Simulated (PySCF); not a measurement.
PySCF job for GeH₄, SMILES [GeH4], C-PCM-ωB97X/def2-TZVPD. Coordinates come from a ωB97X-D3(BJ)/def2-TZVPD optimisation. The isomer is the one that the SMILES or the coordinates give; other isomers of the formula were not compared.

```python
import numpy as np
from pyscf import gto, scf, dft
from pyscf.solvent import pcm

mol = gto.M(
    atom='''
    Ge    0.00000000    0.00000000   -0.00000000
    H     0.88447099   -0.88447099   -0.88447098
    H    -0.88447099   -0.88447099    0.88447099
    H    -0.88447098    0.88447098   -0.88447099
    H     0.88447098    0.88447099    0.88447099
    ''',
    basis='def2-TZVPD',
    charge=0,
    spin=0,
    max_memory=1600,
    verbose=3,
)
mf = dft.RKS(mol, xc='wb97x').density_fit(auxbasis='def2-universal-jkfit')
mf.grids.level = 3
mf.conv_tol = 1e-9
mf.max_cycle = 100
mf.kernel()
res = {}
for name, eps in {'water': 78.355, 'ethanol': 24.852, 'chloroform': 4.7113}.items():
    s = mf.PCM()
    s.with_solvent.method, s.with_solvent.eps, s.with_solvent.lebedev_order = 'C-PCM', eps, 29
    s.kernel(mf.make_rdm1())
    res[name] = (s.e_tot, eps, s.dip_moment(), s.mo_energy, s.converged)
    print(f'{name}: electrostatic solvation free energy {(s.e_tot - mf.e_tot) * 627.509474:.3f} kcal/mol')
```

It prints:

```
converged SCF energy = -2079.43316769834

WARN: PCM is an experimental feature. It is still in testing.
Features and APIs may be changed in the future.

converged SCF energy = -2079.43333236693
Dipole moment(X, Y, Z, Debye):  0.00000,  0.00000, -0.00000
water: electrostatic solvation free energy -0.103 kcal/mol

WARN: PCM is an experimental feature. It is still in testing.
Features and APIs may be changed in the future.

converged SCF energy = -2079.4333277707
Dipole moment(X, Y, Z, Debye): -0.00000,  0.00000, -0.00000
ethanol: electrostatic solvation free energy -0.100 kcal/mol

WARN: PCM is an experimental feature. It is still in testing.
Features and APIs may be changed in the future.

converged SCF energy = -2079.43329901258
Dipole moment(X, Y, Z, Debye):  0.00000,  0.00000, -0.00000
chloroform: electrostatic solvation free energy -0.082 kcal/mol
```

The calculation finished and met its thresholds.

Cost: roughly 13 core-seconds.
